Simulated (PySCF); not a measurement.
## Basis-set dependence of population analyses: `[CH3][AlH][CH]1CC1`

C4H9Al.
Atom-mapped SMILES: `[CH3:1][AlH:2][CH:3]1[CH2:4][CH2:5]1` (hydrogens: H6, H7, H8 on C1; H9 on Al2; H10 on C3; H11, H12 on C4; H13, H14 on C5)

Geometry (PBE0-D3(BJ)/def2-SVP, Å), atoms numbered from 1 in this order:
```xyz
14
C4H9Al angstrom
C      2.735   -0.285    0.019
Al     0.962    0.502    0.288
C     -0.675   -0.397   -0.237
C     -1.861    0.420   -0.733
C     -1.936   -0.226    0.600
H      3.554    0.443    0.136
H      2.912   -1.093    0.751
H      2.827   -0.748   -0.978
H      0.780    1.933    0.977
H     -0.597   -1.384   -0.711
H     -1.770    1.511   -0.778
H     -2.458   -0.003   -1.547
H     -1.897    0.412    1.490
H     -2.585   -1.099    0.716
```

PBE0 throughout (PySCF), one geometry, spherical d and f functions. Isolated species at its PBE0-D3(BJ)/def2-SVP geometry (one conformer only). Atoms taken as equivalent share a column and are averaged. The first 7 of 9 kinds of atom are listed.

Mulliken charges (e):

```json
{"basis": "STO-3G", "functions": "38", "C1": "-0.450", "Al2": "+0.855", "C3": "-0.316", "C4/C5": "-0.183", "H6/H7/H8": "+0.052", "H9": "-0.241", "H10": "+0.057"}
{"basis": "6-31G", "functions": "67", "C1": "-0.899", "Al2": "+0.874", "C3": "-0.566", "C4/C5": "-0.338", "H6/H7/H8": "+0.189", "H9": "-0.197", "H10": "+0.180"}
{"basis": "pcSseg-0", "functions": "67", "C1": "-1.254", "Al2": "+1.356", "C3": "-0.936", "C4/C5": "-0.447", "H6/H7/H8": "+0.245", "H9": "-0.265", "H10": "+0.261"}
{"basis": "6-31G*", "functions": "92", "C1": "-0.818", "Al2": "+0.575", "C3": "-0.400", "C4/C5": "-0.364", "H6/H7/H8": "+0.192", "H9": "-0.124", "H10": "+0.181"}
{"basis": "cc-pVDZ", "functions": "119", "C1": "-0.316", "Al2": "+0.393", "C3": "-0.286", "C4/C5": "-0.052", "H6/H7/H8": "+0.062", "H9": "-0.109", "H10": "+0.029"}
{"basis": "def2-SVP", "functions": "119", "C1": "-0.457", "Al2": "+0.704", "C3": "-0.450", "C4/C5": "-0.078", "H6/H7/H8": "+0.071", "H9": "-0.179", "H10": "+0.070"}
{"basis": "6-311+G(2d,p)", "functions": "197", "C1": "-0.928", "Al2": "+1.014", "C3": "-0.555", "C4/C5": "-0.221", "H6/H7/H8": "+0.159", "H9": "-0.135", "H10": "+0.102"}
{"basis": "aug-cc-pVDZ", "functions": "200", "C1": "+0.286", "Al2": "+0.360", "C3": "+0.612", "C4/C5": "+0.849", "H6/H7/H8": "-0.204", "H9": "+0.084", "H10": "-0.461"}
{"basis": "def2-TZVP", "functions": "215", "C1": "-0.619", "Al2": "+0.448", "C3": "-0.279", "C4/C5": "-0.242", "H6/H7/H8": "+0.142", "H9": "-0.097", "H10": "+0.119"}
{"basis": "IGLO-III", "functions": "274", "C1": "-0.679", "Al2": "+0.776", "C3": "-0.310", "C4/C5": "-0.252", "H6/H7/H8": "+0.132", "H9": "-0.239", "H10": "+0.113"}
{"basis": "cc-pVTZ", "functions": "280", "C1": "-0.431", "Al2": "+0.339", "C3": "-0.189", "C4/C5": "-0.229", "H6/H7/H8": "+0.102", "H9": "-0.107", "H10": "+0.101"}
{"basis": "pcSseg-2", "functions": "313", "C1": "-0.444", "Al2": "+0.844", "C3": "-0.467", "C4/C5": "-0.105", "H6/H7/H8": "+0.057", "H9": "-0.246", "H10": "+0.070"}
```

IAO charges (e):

```
        basis  functions      C1     Al2      C3   C4/C5  H6/H7/H8      H9     H10
       STO-3G         38  -0.755  +1.093  -0.498  -0.269    +0.119  -0.288  +0.119
        6-31G         67  -0.803  +0.836  -0.494  -0.278    +0.159  -0.192  +0.148
     pcSseg-0         67  -0.808  +0.872  -0.515  -0.276    +0.157  -0.201  +0.151
       6-31G*         92  -0.794  +0.884  -0.504  -0.264    +0.151  -0.211  +0.141
      cc-pVDZ        119  -0.793  +0.881  -0.503  -0.267    +0.151  -0.210  +0.142
     def2-SVP        119  -0.789  +0.898  -0.504  -0.258    +0.148  -0.218  +0.139
6-311+G(2d,p)        197  -0.820  +0.913  -0.519  -0.277    +0.156  -0.218  +0.146
  aug-cc-pVDZ        200  -0.810  +0.892  -0.510  -0.277    +0.155  -0.212  +0.146
    def2-TZVP        215  -0.822  +0.918  -0.521  -0.277    +0.156  -0.219  +0.146
     IGLO-III        274  -0.823  +0.919  -0.521  -0.278    +0.157  -0.220  +0.147
      cc-pVTZ        280  -0.820  +0.910  -0.518  -0.277    +0.157  -0.217  +0.146
     pcSseg-2        313  -0.822  +0.918  -0.521  -0.277    +0.157  -0.219  +0.147
```

Hirshfeld charges (e):

```tsv
basis	functions	C1	Al2	C3	C4/C5	H6/H7/H8	H9	H10
STO-3G	38	-0.200	+0.619	-0.176	-0.058	-0.001	-0.188	+0.002
6-31G	67	-0.264	+0.496	-0.203	-0.080	+0.034	-0.173	+0.033
pcSseg-0	67	-0.266	+0.531	-0.198	-0.080	+0.030	-0.178	+0.026
6-31G*	92	-0.263	+0.486	-0.202	-0.079	+0.035	-0.173	+0.035
cc-pVDZ	119	-0.271	+0.518	-0.200	-0.085	+0.034	-0.178	+0.032
def2-SVP	119	-0.276	+0.527	-0.202	-0.086	+0.034	-0.180	+0.032
6-311+G(2d,p)	197	-0.277	+0.542	-0.210	-0.095	+0.032	-0.176	+0.035
aug-cc-pVDZ	200	-0.286	+0.544	-0.211	-0.099	+0.034	-0.176	+0.036
def2-TZVP	215	-0.281	+0.536	-0.208	-0.095	+0.034	-0.175	+0.035
IGLO-III	274	-0.283	+0.540	-0.208	-0.099	+0.034	-0.173	+0.036
cc-pVTZ	280	-0.282	+0.536	-0.207	-0.094	+0.034	-0.176	+0.035
pcSseg-2	313	-0.288	+0.549	-0.212	-0.099	+0.034	-0.177	+0.036
```

ESP-fitted charges (e):

```tsv
basis	functions	C1	Al2	C3	C4/C5	H6/H7/H8	H9	H10
STO-3G	38	-0.818	+0.941	-0.328	-0.241	+0.155	-0.274	+0.085
6-31G	67	-1.000	+0.966	-0.473	-0.280	+0.216	-0.313	+0.160
pcSseg-0	67	-1.173	+1.180	-0.603	-0.319	+0.248	-0.370	+0.200
6-31G*	92	-0.952	+0.918	-0.437	-0.285	+0.206	-0.297	+0.151
cc-pVDZ	119	-0.872	+0.888	-0.423	-0.254	+0.185	-0.290	+0.141
def2-SVP	119	-0.913	+0.957	-0.453	-0.250	+0.191	-0.313	+0.145
6-311+G(2d,p)	197	-0.985	+0.992	-0.464	-0.288	+0.207	-0.315	+0.159
aug-cc-pVDZ	200	-0.956	+0.981	-0.467	-0.276	+0.200	-0.315	+0.159
def2-TZVP	215	-0.978	+0.993	-0.463	-0.282	+0.205	-0.317	+0.157
IGLO-III	274	-0.952	+0.984	-0.456	-0.275	+0.198	-0.317	+0.152
cc-pVTZ	280	-0.951	+0.973	-0.451	-0.274	+0.200	-0.314	+0.150
pcSseg-2	313	-0.983	+1.010	-0.470	-0.279	+0.205	-0.323	+0.157
```

Some averages cover members that differ in this geometry, most widely: H6/H7/H8, Mulliken in aug-cc-pVDZ -0.242 to -0.177 e.

**Question.** Which scheme is steadiest as the basis changes?

**Answer.** Largest range over the bases for any column: Hirshfeld 0.13 e, IAO 0.26 e, ESP-fitted 0.35 e, Mulliken 1.55 e. Hirshfeld charges move least and Mulliken charges most, counted in e. Without the minimal STO-3G basis the ranges are Hirshfeld 0.06, IAO 0.08, ESP-fitted 0.30, Mulliken 1.55 e.

**Question.** How much do the charges still move between the two largest bases, cc-pVTZ and pcSseg-2?

**Answer.** At most, over all atoms: Mulliken 0.505 e, IAO 0.008 e, Hirshfeld 0.013 e, ESP-fitted 0.038 e.

**Question.** What do the same runs give for the total energy, the frontier levels and the dipole moment?

**Answer.** 
```
        basis  energy (Eh)  HOMO (eV)  LUMO (eV)  μ (D)
       STO-3G    -395.1639      -5.33       4.27   0.43
        6-31G    -399.8516      -7.25      -0.78   0.88
     pcSseg-0    -399.2998      -7.64      -0.84   0.88
       6-31G*    -399.9033      -7.17      -0.69   0.86
      cc-pVDZ    -399.9268      -7.29      -0.79   0.83
     def2-SVP    -399.7372      -7.37      -0.75   0.84
6-311+G(2d,p)    -399.9742      -7.40      -0.90   0.81
  aug-cc-pVDZ    -399.9379      -7.38      -0.93   0.81
    def2-TZVP    -399.9886      -7.37      -0.82   0.81
     IGLO-III    -399.9938      -7.39      -0.78   0.79
      cc-pVTZ    -399.9884      -7.36      -0.82   0.82
     pcSseg-2    -399.9958      -7.39      -0.88   0.81
```

The dipole is fixed by the density alone, so its range of 0.45 D shows that the density itself changes with the basis, not only its division among atoms.
